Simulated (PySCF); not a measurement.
C6H15Al (SMILES [CH3][Al]([CH3])[C](C)(C)C), singlet, at a GFN2-xTB geometry (such geometries of metal compounds can be far from the true shape); CASSCF(2,2)/STO-3G (PySCF).

Here is a job for PySCF.
```python
from pyscf import gto, scf, mcscf
import numpy

mol = gto.M(
    atom='''
Al    0.986690   -0.217431    0.098497
C     2.210317    0.333935   -1.376270
H     3.190386   -0.144890   -1.275009
H     2.392447    1.413477   -1.403215
H     1.829709    0.065988   -2.367794
C     1.579126   -1.201116    1.728556
H     1.056819   -2.154614    1.862171
H     1.422489   -0.638210    2.654623
H     2.648499   -1.433978    1.679136
C    -0.999939    0.227086   -0.092706
C    -1.737258   -0.865510   -0.882889
C    -1.647690    0.342079    1.293508
C    -1.165936    1.556725   -0.841122
H    -2.796684   -0.623654   -0.993088
H    -1.658960   -1.826550   -0.373924
H    -1.308060   -0.974496   -1.879292
H    -1.514392   -0.583822    1.854303
H    -1.190252    1.151543    1.863789
H    -2.718407    0.541711    1.214494
H    -0.713014    2.372863   -0.276840
H    -0.678885    1.508776   -1.815837
H    -2.220377    1.793275   -0.998439
''',
    basis='sto-3g',
    charge=0,
    spin=0,
    verbose=4,
)

mf = scf.RHF(mol)
mf.kernel()
mc = mcscf.CASSCF(mf, 2, 2)
mc.fix_spin_(ss=0.0)
mc.kernel()
occ = numpy.linalg.eigvalsh(mc.fcisolver.make_rdm1(mc.ci, mc.ncas, mc.nelecas))[::-1]
ss = mc.fcisolver.spin_square(mc.ci, mc.ncas, mc.nelecas)[0]
print('natural occupations', occ.round(4), ' <S^2>', round(ss, 4))
```

Task: Predict the main parts of the log of this PySCF run.

Result: 
```
PySCF version 2.14.0

[INPUT] verbose = 4
[INPUT] num. atoms = 22
[INPUT] num. electrons = 64
[INPUT] charge = 0
[INPUT] spin (= nelec alpha-beta = 2S) = 0
[INPUT] symmetry False subgroup None
[INPUT] Mole.unit = angstrom
[INPUT] Symbol           X                Y                Z      unit          X                Y                Z       unit  Magmom
[...]
nuclear repulsion = 369.800873910387
number of shells = 38
number of NR pGTOs = 162
number of NR cGTOs = 54
basis = sto-3g
ecp = {}

******** <class 'pyscf.scf.hf.RHF'> ********
method = RHF
initial guess = minao
damping factor = 0
level_shift factor = 0
DIIS = <class 'pyscf.scf.diis.CDIIS'>
diis_start_cycle = 1
diis_space = 8
diis_damp = 0
SCF conv_tol = 1e-09
SCF conv_tol_grad = None
SCF max_cycles = 50
direct_scf = True
direct_scf_tol = 1e-13
Set gradient conv threshold to 3.16228e-05
Initial guess from minao.
init E= -472.666819352913
[...]
cycle= 1 E= -472.201421912279  delta_E= 0.465  |g|= 0.328  |ddm|= 5.19
[...]
cycle= 2 E= -472.246969811984  delta_E= -0.0455  |g|= 0.0785  |ddm|= 0.622
[...]
cycle= 3 E= -472.250122716171  delta_E= -0.00315  |g|= 0.0228  |ddm|= 0.17
[...]
cycle= 4 E= -472.250346287757  delta_E= -0.000224  |g|= 0.00186  |ddm|= 0.0493
[...]
cycle= 5 E= -472.250348226618  delta_E= -1.94e-06  |g|= 0.000618  |ddm|= 0.00429
[...]
cycle= 6 E= -472.25034842611  delta_E= -1.99e-07  |g|= 0.000147  |ddm|= 0.00125
[...]
cycle= 7 E= -472.250348444186  delta_E= -1.81e-08  |g|= 4.21e-05  |ddm|= 0.000455
[...]
cycle= 8 E= -472.250348445494  delta_E= -1.31e-09  |g|= 5.81e-06  |ddm|= 0.000129
[...]
cycle= 9 E= -472.250348445519  delta_E= -2.57e-11  |g|= 1.25e-06  |ddm|= 1.68e-05
[...]
Extra cycle  E= -472.250348445523  delta_E= -3.64e-12  |g|= 3.63e-07  |ddm|= 2.14e-06
converged SCF energy = -472.250348445523

******** <class 'pyscf.mcscf.mc1step.CASSCF'> ********
CAS (1e+1e, 2o), ncore = 31, nvir = 21
max_cycle_macro = 50
max_cycle_micro = 4
conv_tol = 1e-07
conv_tol_grad = None
orbital rotation max_stepsize = 0.02
orbital rotation threshold for CI restart = 0.01
augmented hessian ah_max_cycle = 30
augmented hessian ah_conv_tol = 1e-12
augmented hessian ah_linear dependence = 1e-14
augmented hessian ah_level shift = 1e-08
augmented hessian ah_start_tol = 2.5
augmented hessian ah_start_cycle = 3
augmented hessian ah_grad_trust_region = 3
kf_trust_region = 3
kf_interval = 4
ci_response_space = 4
ci_grad_trust_region = 3
with_dep4 0
natorb = False
canonicalization = True
sorting_mo_energy = False
ao2mo_level = 2
internal_rotation = False
******** <class 'pyscf.fci.addons.SpinPenaltyFCISolver'> ********
max. cycles = 50
conv_tol = 1e-08
davidson only = True
linear dependence = 1e-12
level shift = 0.001
max iter space = 12
nroots = 1
pspace_size = 400
spin = None
CASCI E = -472.250414787595  S^2 = 0.0000000
Set conv_tol_grad to 0.000316228
macro iter   1 ( 17 JK    4 micro), CASSCF E = -472.250416986764  dE = -2.19916905e-06  S^2 = 0.0000000
               |grad[o]|=0.000265  |grad[c]|=0.00364  |ddm|=0.00139  |maxRot[o]|=0.104
macro iter   2 ( 12 JK    3 micro), CASSCF E = -472.250434710634  dE = -1.77238692e-05  S^2 = 0.0000000
               |grad[o]|=0.000207  |grad[c]|=0.00211  |ddm|=0.0018  |maxRot[o]|=0.097
macro iter   3 (  7 JK    2 micro), CASSCF E = -472.250459557043  dE = -2.48464098e-05  S^2 = 0.0000000
               |grad[o]|=0.000211  |grad[c]|=0.0012  |ddm|=0.00111  |maxRot[o]|=0.0621
macro iter   4 ( 21 JK    4 micro), CASSCF E = -472.250994767447  dE = -5.35210404e-04  S^2 = 0.0000000
               |grad[o]|=0.00022  |grad[c]|=0.00467  |ddm|=0.015  |maxRot[o]|=0.234
macro iter   5 ( 21 JK    4 micro), CASSCF E = -472.255745850107  dE = -4.75108266e-03  S^2 = 0.0000000
               |grad[o]|=0.00257  |grad[c]|=0.0202  |ddm|=0.0513  |maxRot[o]|=0.305
macro iter   6 ( 21 JK    4 micro), CASSCF E = -472.262485901959  dE = -6.74005185e-03  S^2 = 0.0000000
               |grad[o]|=0.0107  |grad[c]|=0.0127  |ddm|=0.0194  |maxRot[o]|= 0.31
macro iter   7 ( 19 JK    4 micro), CASSCF E = -472.264452369429  dE = -1.96646747e-03  S^2 = 0.0000000
               |grad[o]|=0.00892  |grad[c]|=0.00644  |ddm|=0.00715  |maxRot[o]|=0.207
macro iter   8 ( 11 JK    3 micro), CASSCF E = -472.264491690367  dE = -3.93209389e-05  S^2 = 0.0000000
               |grad[o]|=0.00125  |grad[c]|=0.000495  |ddm|=0.000213  |maxRot[o]|=0.026
macro iter   9 (  4 JK    1 micro), CASSCF E = -472.264491994001  dE = -3.03633954e-07  S^2 = 0.0000000
               |grad[o]|=0.000101  |grad[c]|=7.37e-06  |ddm|=4.06e-06  |maxRot[o]|=0.00295
macro iter  10 (  1 JK    1 micro), CASSCF E = -472.264491994001  dE =  0.00000000e+00  S^2 = 0.0000000
               |grad[o]|=8.96e-06  |grad[c]|=1.43e-07  |ddm|=    0  |maxRot[o]|=    0
1-step CASSCF converged in  10 macro (134 JK  30 micro) steps
CASSCF canonicalization
Density matrix diagonal elements [1.9740211 0.0259789]
CASSCF energy = -472.264491994001
CASCI E = -472.264491994001  E(CI) = -1.29780494007412  S^2 = 0.0000000
natural occupations [1.9745 0.0255]  <S^2> 0.0
```
